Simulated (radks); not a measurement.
Spherical jellium clusters: N electrons in a uniform positive sphere of charge N and radius rs N^(1/3), rs = 5.25 bohr. Calculated with a radial shooting solver with Libxc functionals: non-relativistic Kohn-Sham, PBEsol, spin-polarised, spherical densities. Levels are named by radial order and angular momentum (1s, 1p, 1d, 2s, ...), and open shells are averaged over m.

N = 2, configuration 1s2. This is the lowest configuration that the search found. Occupied and some empty levels:

| level | occupation | eigenvalue (eV) | <r> (bohr) |
|---|---|---|---|
| 1s | 2 | -2.5549 | 5.064 |
| 1p | 0 | -1.2040 | 6.881 |

Energy (eV): total -3.28039, kinetic 2.0564, external -19.407, Hartree 9.6826, exchange-correlation -5.4853, background 9.8732.

Electron density:

| r (bohr) | n(r) (e/bohr^3) |
|---|---|
| 0.495 | 0.003442 |
| 1.05 | 0.003347 |
| 1.60 | 0.003186 |
| 2.15 | 0.002960 |
| 2.70 | 0.002677 |
| 3.25 | 0.002348 |
| 3.80 | 0.001991 |
| 4.36 | 0.001626 |
| 4.91 | 0.001275 |
| 5.46 | 0.0009582 |
| 6.01 | 0.0006879 |
| 6.56 | 0.0004724 |
| 7.11 | 0.0003111 |
| 7.66 | 0.0001987 |
| 8.22 | 0.0001240 |
| 8.77 | 0.00007641 |
| 9.32 | 0.00004660 |
| 9.87 | 0.00002827 |
| 10.4 | 0.00001707 |
| 11.0 | 0.00001026 |
